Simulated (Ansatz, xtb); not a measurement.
# Ranking isomers of CH7SeSi+

3 gas-phase structures of CH7SeSi+, found in a search over its isomers (lower ones may exist). Each was relaxed with GFN2-xTB:

A. `[SiH3]C[SeH2+]`, a singlet
B. `C[SiH2][SeH2+]`, a singlet
C. `C[SeH+][SiH3]`, a singlet

**Question.** Estimate their order in r2SCAN-D4/def2-SVP energy at these geometries, lowest first.

**Answer.** Calculated order at r2SCAN-D4/def2-SVP: B (0.0), C (28.0), A (110.5) kJ/mol.

Energies above the lowest of each column, in kJ/mol; the last columns are at PBE0-D3(BJ)/def2-SVP geometries:

```json
{"structure": "B", "GFN2-xTB": "19.4", "HF/STO-3G": "2.6", "r2SCAN-D4/def2-SVP": "0.0", "PBE0-D3(BJ)/def2-SVP": "0.0", "CCSD(T)/def2-TZVP": "0.0"}
{"structure": "C", "GFN2-xTB": "0.0", "HF/STO-3G": "0.0", "r2SCAN-D4/def2-SVP": "28.0", "PBE0-D3(BJ)/def2-SVP": "32.5", "CCSD(T)/def2-TZVP": "23.5"}
{"structure": "A", "GFN2-xTB": "122.3", "HF/STO-3G": "144.0", "r2SCAN-D4/def2-SVP": "110.5", "PBE0-D3(BJ)/def2-SVP": "114.3", "CCSD(T)/def2-TZVP": "107.4"}
```

CCSD(T)/def2-TZVP puts B lowest; GFN2-xTB picks C, HF/STO-3G picks C. Some further structures that were screened fall inside this span and aren't listed. Flexible structures stand in one conformer each, not always the lowest.

Programs: Ansatz 0.2.0, xtb 6.7.1.
